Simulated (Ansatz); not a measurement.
Job for Ansatz (an electronic-structure program): R-BHLYP/def2-TZVPPD on N2 (SMILES N#N). Files ending in .json are basis or fitting sets from the Basis Set Exchange.

Ansatz 0.2 input:
```yaml
crystal:
  periodic: [false, false, false]
  atoms:
    - {symbol: N, position_ang: [0.40772971, -0.85728750, -0.59430610]}
    - {symbol: N, position_ang: [0.18693513, 0.07186987, -0.06743402]}
basis:
  gaussian:
    orbitals: def2-TZVPPD.json
hamiltonian:
  xc: {name: BHLYP}
scf: {lower_state_search: off}
```

Output:

```
WARN ansatz: RAYON_NUM_THREADS=2 ignored (pool sized by the plan → 2); use --threads N
Functional definition: BHLYP
these checks for a lower state are left out or cut short: stability, starts, cluster_reference, orbital_swaps, neighbouring_geometries, increment
integrals: 0.01 GiB planned
386 factors; their error is unknown
mean field: 0.13 GiB planned
mean field evaluation 1: about -2979.4008 eV, gradient 1.7e1 eV
mean field evaluation 2: about -2979.8197 eV, gradient 8.6e0 eV
mean field evaluation 4: about -2979.9535 eV, gradient 6.4e-2 eV
mean field evaluation 8: about -2979.9872 eV, gradient 2.6e-4 eV
mean field -2979.98715734 eV, -109.5125081243 hartree, gradient 4.9e-7 eV, S^2 0.000000; 0 other end points of the search recorded, 0 dependent functions left out
reference -2979.98725337 eV, -109.5125116533 hartree; 7, 7 occupied and 67, 67 virtual orbitals, 386 factors
Total energy: -2979.98725337 eV, -109.5125116533 hartree
Checks for a lower state left out: stability, starts, cluster_reference, orbital_swaps, neighbouring_geometries, increment
```

The run converged.

Cost: about 0.25 core-seconds (a rough figure).
